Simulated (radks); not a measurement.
Results of a calculation; reference values are marked as such.
Question: The mean radii <r> (bohr) of the occupied orbitals of an atom or ion are listed with their occupations. Level of theory: scalar-relativistic Kohn-Sham, PBEsol, spin-polarised, spherical densities, finite nucleus; Fermi nuclear charge, rms radius of each element as measured or else 0.836 A^(1/3) + 0.57 fm (a radial shooting solver on a logarithmic mesh with Libxc functionals).

| orbital | occ. | <r> |
|---|---|---|
| 1s up | 1 | 0.02002 |
| 1s down | 1 | 0.02002 |
| 2s up | 1 | 0.08490 |
| 2s down | 1 | 0.08489 |
| 2p up | 3 | 0.07542 |
| 2p down | 3 | 0.07541 |
| 3s up | 1 | 0.2197 |
| 3s down | 1 | 0.2196 |
| 3p up | 3 | 0.2186 |
| 3p down | 3 | 0.2184 |
| 3d up | 5 | 0.1978 |
| 3d down | 5 | 0.1977 |
| 4s up | 1 | 0.4588 |
| 4s down | 1 | 0.4590 |
| 4p up | 3 | 0.4737 |
| 4p down | 3 | 0.4741 |
| 4d up | 4 | 0.4786 |

Name the element and its charge. Open shells, if any, are filled with parallel spins first.

Answer: Z = 69, thulium, charge +29: Tm29+ in [Kr] 4d4. The 1s radius gives Z: for a bare nucleus <r> = (2 gamma + 1)/(2Z) with gamma = sqrt(1 - (Z/c)^2), 0.01977 bohr for Z = 69, and screening makes it slightly larger (0.02002 here). The occupations add up to 40, and the charge is Z minus that.
